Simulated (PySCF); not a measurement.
## `P[Si]1(P)CCC1` in a uniform electric field

Species: C3H10P2Si.
Structure used (GFN2-xTB), in Å, numbered top down from 1:
```xyz
16
C3H10P2Si angstrom
P      2.2702    0.4639    1.4231
Si     0.4185    0.4838    0.1151
P      0.1122    2.5299   -0.8131
C     -1.0943   -0.4282    0.8881
C     -1.1689   -1.3783   -0.3192
C      0.0852   -0.9679   -1.1098
H      2.7533   -0.7241    0.9057
H      3.0103    1.2221    0.5328
H     -1.2660    2.4902   -0.6990
H      0.2537    3.1892    0.3959
H     -2.0008    0.1533    1.0361
H     -0.8830   -0.9480    1.8198
H     -1.1492   -2.4260   -0.0244
H     -2.0729   -1.2078   -0.9009
H      0.8458   -1.7451   -1.1192
H     -0.1218   -0.6981   -2.1425
```

Level: wB97X-D/def2-SVPD (PySCF); nuclei fixed, core orbitals frozen in the response. Permanent dipole (-0.545, -0.686, -0.166) D (1 au = 2.5417 D). Static polarisability (au):

```
x   117.53   4.66  12.30
y     4.66 122.59  -5.22
z    12.30  -5.22 105.95
```

Only the terms in μ and α are kept: μ(F) = μ + αF and ΔE = −μ·F − ½ F·αF.

Task: What do fields of 0.514 V/Å (0.01 au) along the six axis directions do?

Result: 
```tsv
field along	induced x (D)	induced y (D)	induced z (D)	total size (D)	−μ·F (kJ/mol)	−½F·αF (kJ/mol)
+x	2.987	0.118	0.313	2.512	+5.630	-15.429
−x	-2.987	-0.118	-0.313	3.654	-5.630	-15.429
+y	0.118	3.116	-0.133	2.485	+7.086	-16.093
−y	-0.118	-3.116	0.133	3.860	-7.086	-16.093
+z	0.313	-0.133	2.693	2.666	+1.715	-13.909
−z	-0.313	0.133	-2.693	3.036	-1.715	-13.909
```

Task: For the field (0.0040, 0.0080, 0.0010) au, what is the induced dipole, and what angle does it make with the field?

Result: αF = (1.321, 2.527, 0.288) D, at 1.2° to the field. The polarisability along this direction, F·αF/F², is 125.25 au, against a mean of 115.36 au.

Task: At what field along the permanent dipole would the induced dipole along it equal the permanent one, in this linear picture?

Result: The polarisability along the dipole is 125.81 au, so F = 0.3508 au / 125.81 au = 0.0028 au = 0.14 V/Å; higher-order terms are ignored.

Task: What field makes μF equal to kT at 400 K?

Result: kT = 1.2667 × 10⁻³ Eh, so F = 0.00361 au = 18.6 MV/cm.

Task: A unit point charge sits 9 Å away. Estimate the induction energy −αe²/2R⁴ with the mean polarisability, treating the molecule as a point.

Result: R = 17.01 bohr, so the energy is −115.4/(2 × 17.01⁴) Eh = -1.81 kJ/mol. The charge–dipole term at its most favourable orientation, −μe/R², is -3.18 kJ/mol.

Isolated species at its GFN2-xTB geometry (one conformer only). GFN2-xTB frequencies show an imaginary mode (30i cm⁻¹), so this geometry is no minimum at that level.

These values come from a run that also computed excited states. Time: 90 s of wall time (with the writing of density and orbital grids); peak memory 0.92 GiB. Hardware: one thread of an Arm Neoverse N1, no GPU (shared host).

wB97X-D is run here without its empirical dispersion term; that term would change no orbital, density or response property at a fixed geometry.
